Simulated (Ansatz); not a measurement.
The cluster Cs₃F₂ (the lowest doublet isomer of a short search) was relaxed with PBE-D4 (def2-TZVP) in Ansatz in these states: neutral doublet, neutral quartet. The geometries follow in no particular order.

In the def2 sets Cs takes a core potential; there is no spin–orbit coupling.

A:

```xyz
5

Cs   -2.038   -0.686   -0.770
Cs    2.044    0.148   -1.029
Cs   -0.014    1.011    3.373
F    -0.005   -0.695   -2.407
F     0.011    0.223    0.833
```

B:

```tsv
atom	x (Å)	y (Å)	z (Å)
Cs1	-1.944	1.864	-0.958
Cs2	0.566	-2.699	0.736
Cs3	2.604	1.589	0.437
F4	-1.445	-0.903	-0.292
F5	0.218	0.149	0.077
```

**Question.** Judge from the bond lengths which geometry belongs to which state (an estimate).

**Answer.** A is the neutral doublet (Cs1–Cs2 4.174 Å, Cs1–F4 2.610 Å, Cs2–F4 2.609 Å); B is the neutral quartet (Cs1–Cs2 5.477 Å, Cs1–F4 2.890 Å, Cs2–F4 2.885 Å).

At PBE0-D4/def2-TZVP a doublet lies 5.06 eV below the neutral quartet. These are the stationary points nearest to one start from a short search; other shapes may lie lower in each state.
